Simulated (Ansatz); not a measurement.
`C[SiH2]OB[SiH3]` and `C[SiH2]O[SiH2]Cl` differ in one atom or group.

Ansatz, PBE0-D4/def2-TZVP geometries, multiplicity 1. Each molecule was computed in one conformer, which needn't be the lowest.

```tsv
property	`C[SiH2]OB[SiH3]`
HOMO–LUMO gap (B3LYP/def2-TZVPP) / eV	5.94
HOMO–LUMO gap (PBE/def2-TZVPP) / eV	4.10
HOMO energy (PBE/def2-TZVPP) / eV	-6.23
ideal-gas entropy at 298 K and 1 bar (rigid rotor, harmonic PBE0-D4/def2-TZVP) / J/(mol·K)	397
HOMO–LUMO gap (ωB97M-V/def2-TZVPP) / eV	10.45
HOMO energy (PBE0/def2-TZVPP) / eV	-7.49
```

Task: Give the same properties after the change, and the shifts. (Estimate.)

Result: The calculation gave: 
| property | `C[SiH2]O[SiH2]Cl` | shift |
| --- | --- | --- |
| HOMO–LUMO gap (B3LYP/def2-TZVPP) / eV | 8.46 | 2.52 |
| HOMO–LUMO gap (PBE/def2-TZVPP) / eV | 6.60 | 2.50 |
| HOMO energy (PBE/def2-TZVPP) / eV | -7.28 | -1.05 |
| ideal-gas entropy at 298 K and 1 bar (rigid rotor, harmonic PBE0-D4/def2-TZVP) / J/(mol·K) | 396 | -1 |
| HOMO–LUMO gap (ωB97M-V/def2-TZVPP) / eV | 12.83 | 2.38 |
| HOMO energy (PBE0/def2-TZVPP) / eV | -8.67 | -1.18 |

With PBE0 the HOMO falls by 1.18 eV and the LUMO rises by 1.37 eV, so the gap widens by about 2.55 eV. PBE moves the HOMO by -1.05 eV and ωB97M-V by -1.24 eV. The zero-point energy changes by -46.2 kJ/mol with -6 modes. Modes under 60 cm⁻¹, often nearly free rotors, make the harmonic entropy too high.

B3LYP here is the variant with VWN-RPA as its local correlation; programs differ in this.
